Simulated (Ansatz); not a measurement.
Relaxation of ClF2HOTi (6 atoms, charge 0, multiplicity 1), to a largest force component of 0.02 eV/Å in at most 40 steps.

The calculation used RHF/def2-SVP in Ansatz 0.2.0.

```xyz
6
Properties=species:S:1:pos:R:3
Ti 0.000 0.000 0.000
Cl 0.000 0.000 2.370
F 1.726 0.000 -0.609
F -0.862 1.493 -0.609
O -0.904 -1.567 -0.639
H -1.359 -2.032 0.133
```

Task: Where does it end, and by what steps?

Result: The run converged. The force dipped under the threshold on the way, but the program's further checks kept it going. After 13 steps the energy has fallen by 1.326 eV; H6 moved furthest, 0.58 Å.

| step | energy less start (eV) | largest force component (eV/Å) | accepted |
| --- | --- | --- | --- |
| 0 | 0.0000 | 4.040 | yes |
| 1 | -1.1288 | 1.563 | yes |
| 2 | -1.2111 | 0.422 | yes |
| 3 | -1.2405 | 0.395 | yes |
| 4 | -1.2721 | 0.407 | yes |
| 5 | -1.2555 | 1.750 | no |
| 6 | -1.2984 | 0.190 | yes |
| 7 | -1.3137 | 0.148 | yes |
| 8 | -1.3248 | 0.052 | yes |
| 9 | -1.3238 | 0.427 | no |
| 10 | -1.3256 | 0.021 | yes |
| 11 | -1.3262 | 0.005 | yes |
| 12 | -1.3262 | 0.060 | yes |
| 13 | -1.3263 | 0.008 | yes |

```xyz
6
Properties=species:S:1:pos:R:3
Ti -0.018 0.000 0.120
Cl 0.170 0.261 2.308
F 1.557 -0.090 -0.578
F -0.826 1.370 -0.548
O -0.897 -1.428 -0.245
H -1.387 -2.219 -0.413
```

Whether the end is a true minimum wasn't checked by a vibrational analysis.

The run took 49 s on 1 thread of Arm Neoverse V1, with other jobs on the host, peak memory 0.2 GiB.
